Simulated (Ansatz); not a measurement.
Ansatz results at the PBE0-D4/def2-TZVP geometry: size of the dipole moment (ωB97M-V/def2-TZVPP) 1.57 D; LUMO energy (ωB97M-V/def2-TZVPP) 0.34 eV; HOMO–LUMO gap (B3LYP/def2-TZVPP) 5.47 eV.

Each molecule was computed in one conformer, which needn't be the lowest.

**Question.** Which molecule gave them?
A. `N[SiH](C=O)CO`
B. `CCC[S][AlH2]`
C. `N=C(O)O`
D. `CSC[CH2][AlH2]`

**Answer.** B. The others give `CSC[CH2][AlH2]`: 3.45, 1.51, 6.68; `N[SiH](C=O)CO`: 2.76, 0.77, 4.79; `N=C(O)O`: 1.69, 1.81, 7.60.

B3LYP here is the variant with VWN-RPA as its local correlation; programs differ in this.
